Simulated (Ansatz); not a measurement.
`N=C=N[SiH2][GaH2]` at its PBE0-D4/def2-TZVP geometry, where that method's forces vanish. Total charge 0; spin multiplicity 1.

```xyz
10

N    -2.1321    1.8636   -0.9121
C    -1.4867    1.2616   -0.0723
N    -0.9807    0.6027    0.7992
Si    0.1195   -0.6967    1.0922
Ga    1.6916   -1.0743   -0.7088
H    -1.8108    2.7314   -1.3099
H     0.8465   -0.3728    2.3505
H    -0.6928   -1.9155    1.3630
H     2.6920   -2.2873   -0.6492
H     1.7534   -0.1128   -1.9526
```

Task: What forces (eV/Å) does r2SCAN-D4/def2-TZVPP give on these atoms in Ansatz 0.2.0? (Estimate.)

Result: Ansatz gave: 
```
N1  -0.213  0.110 -0.184
C2   0.075  0.118 -0.111
N3   0.114 -0.221  0.289
Si4  0.034 -0.005 -0.044
Ga5  0.025 -0.013 -0.009
H6   0.012  0.009  0.001
H7  -0.006 -0.019 -0.016
H8   0.022  0.007  0.005
H9  -0.067  0.093 -0.018
H10  0.003 -0.079  0.087
```
